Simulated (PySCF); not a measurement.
**NMR problem set**

- GFN2-xTB structure
- σ from GIAO-PBE0/pcSseg-1
- program: PySCF 2.14.0 with density-fitted response routines
- a single conformation, equivalent nuclei averaged, no solvent, relativity neglected

Shifts are taken against calculated references (same method and geometry level): ¹H (31.72 ppm) and ¹³C (186.93 ppm) against TMS. Splittings of carbon signals by F and P are missing where no couplings were computed. Where no couplings were computed, multiplicities follow the n + 1 count of equivalent neighbours, and m marks all less simple cases (inequivalent or close neighbours, rings, F or P nearby). Shifts are as computed. Against solution values, carbons near 30 ppm lie about +3 ppm off and those near 130 ppm about +5 ppm. Of 1211 compounds with measured shifts, 218 miss one by over three times the rms of a fit or turn the order of signals round; such compounds aren't used in these exercises. OH and NH positions are gas-phase values without hydrogen bonding to other molecules.

Question: C₃H₉PSi₂. ¹H NMR (400 MHz, computed): δ 5.08 (m, 1H), 4.24 (s, 3H), 1.40 (m, 2H), 0.44 (m, 3H). ¹³C{¹H} NMR (computed): δ 121.7, 114.5, 1.6. What is it?

Answer: SMILES C[Si@H](P)C#C[SiH3]. 3 carbon signals for 3 carbons: no two carbons are equivalent. Carbon types of the structure: 2 × C, 1 × CH3, leaving 6 H on heteroatoms. δC 121.7, 114.5: alkyne carbon. δC 1.6: methyl carbon bonded to Si; an electropositive neighbour leaves it electron-rich and shielded. δH 4.24: hydrogen on a silicon bonded to C. δH 0.44: hydrogen on a methyl carbon bonded to Si; an electropositive neighbour shields it, as in TMS itself.

This is the structure that produced the data.

Question: C₅H₁₃NP₂. ¹H NMR (600 MHz, computed): δ 2.00 (m, 4H), 1.76 (m, 4H), 0.74 (m, 3H), -0.07 (br s, 2H). ¹³C{¹H} NMR (computed): δ 32.4, 27.1, 19.0. What is it?

Answer: `C1P(C)CCP(N)C1`. 3 carbon signals for 5 carbons: some carbons are equivalent by symmetry or fast rotation. Carbon types of the structure: 4 × CH2, 1 × CH3, leaving 2 H on heteroatoms. δC 32.4, 27.1: sp3 CH2 bonded to P. δC 19.0: methyl carbon bonded to P. δH 2.00, 1.76: hydrogen on an sp3 CH2 bonded to P. δH -0.07: hydrogen on a nitrogen bonded to P; exchangeable, gas-phase position.

The data come from this structure; uniqueness wasn't tested.
